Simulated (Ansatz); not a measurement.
Conformers of C$_{4}$H$_{10}$O$_{3}$ (`OCCOCCO`), each relaxed with PBE0-D4/def2-TZVP in Ansatz. CBS adds the triple-zeta coupled-cluster correction to the MP2 limit.

Not all of them had a frequency check.

Conformer A:

Cartesian coordinates in Å:
```
O -1.824 0.934 -2.763
C -0.909 1.136 -1.711
C -0.660 -0.139 -0.934
O 0.246 0.139 0.099
C 0.525 -0.973 0.915
C 1.401 -0.496 2.045
O 0.757 0.478 2.829
H -1.409 0.382 -3.430
H 0.047 1.539 -2.070
H -1.353 1.884 -1.051
H -0.250 -0.914 -1.604
H -1.610 -0.521 -0.533
H 1.036 -1.759 0.339
H -0.411 -1.390 1.316
H 2.344 -0.111 1.630
H 1.640 -1.335 2.702
H 0.430 1.148 2.221
```

Conformer B:

Z-matrix (Å, degrees):
```
C
C 1 1.512
O 1 1.407 2 111.2
H 1 1.093 2 109.6 3 -118.9
H 1 1.101 2 110.1 3 123.2
O 2 1.421 1 110.3 3 -55.4
H 2 1.093 1 109.5 3 60.4
H 2 1.094 1 111.5 3 -179.2
H 3 0.964 1 106.0 2 41.8
C 6 1.409 2 115.3 1 -85.8
C 10 1.508 6 112.9 2 -92.0
H 10 1.094 6 107.0 2 149.0
H 10 1.098 6 111.3 2 31.6
O 11 1.414 10 109.3 6 72.3
H 11 1.097 10 108.6 6 -49.2
H 11 1.100 10 108.4 6 -166.6
H 14 0.959 11 108.9 10 -169.5
```

(1) Which is lowest in electronic energy at CCSD(T)/CBS (frozen core, def2 sets), and by how much? (Estimate.)

(2) Give the energies relative to A (kJ/mol) with PBE-D4/def2-TZVPP, r2SCAN-D4/def2-TZVPP, PBE/def2-TZVPP, r2SCAN/def2-TZVPP, MP2/def2-TZVPP, HF/def2-QZVPP, SCS-MP2/def2-QZVPP. (Estimate.)

## Answers

(1) The calculation gave: A; B lies 4.5 kJ/mol higher.

(2) Ansatz gave: 
| level | B |
| --- | --- |
| PBE-D4/def2-TZVPP | 2.9 |
| r2SCAN-D4/def2-TZVPP | 4.3 |
| PBE/def2-TZVPP | 5.4 |
| r2SCAN/def2-TZVPP | 4.9 |
| MP2/def2-TZVPP | 4.2 |
| HF/def2-QZVPP | 12.7 |
| SCS-MP2/def2-QZVPP | 5.9 |
